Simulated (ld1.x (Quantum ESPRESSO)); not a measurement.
# Building the PAW potential for Sc (LDA (PZ), scalar-relativistic).

ld1.x (Quantum ESPRESSO) 7.5 input, shortened:

```
&input
   title='Sc', zed=21., rel=1, dft='PZ', iswitch=3,
   config='[Ar] 3d2 4s1 4p0'
 /
 &inputp
   pseudotype=3, lpaw=.true., tm=.true., lloc=-1, rcloc=2.00,
   nlcc=.true., rcore=1.10,
   which_augfun='PSQ', rmatch_augfun_nc=.true.
 /
6
3S  1  0   2.00   0.00  1.85  2.20  0.0
4S  2  0   1.00   0.00  1.85  2.20  0.0
3P  2  1   6.00   0.00  1.95  2.05  0.0
4P  3  1   0.00   0.00  1.95  2.05  0.0
3D  3  2   2.00   0.00  2.00  2.25  0.0
3D  3  2   0.00   1.25  2.00  2.25  0.0
 &test
   configts(1)='3s2 3p6 3d2 4s1 4p0'
 /
```

All-electron outer shells of the reference configuration (LDA (PZ), scalar-relativistic, ld1.x):

```csv
shell,level (eV),outermost node (bohr),outermost maximum (bohr)
2s,-469.60,0.10,0.28
2p,-384.73,–,0.23
3s,-51.77,0.42,0.93
3p,-30.77,0.39,0.97
4s,-3.68,1.34,3.22
3d,-1.51,–,1.15
4p,-1.24,1.52,4.39
```

(1) Is the overlap operator S = 1 + Σ q|β⟩⟨β| positive definite (Bessel basis up to 400 Ry)?

Answers

(1) No: its lowest eigenvalue is -0.535, in the s channel, so the generalised eigenproblem breaks down once the basis is large enough.

Its largest configuration-test error is +154 meV (3s2 3p6 3d0 4s2 4p1). 1 of 9 tests not solved or not reliable. Not counted: 3s2 3p5 3d1 4s2 4p0 (solver errors, printed error -767 eV).

The ghost test of this file was not conclusive. Its overlap operator is not positive definite in a basis up to 400 Ry (lowest eigenvalue s -0.53), so the file is unfit for use: the generalised eigenproblem breaks down once the basis is large enough, and its test numbers describe a broken file.
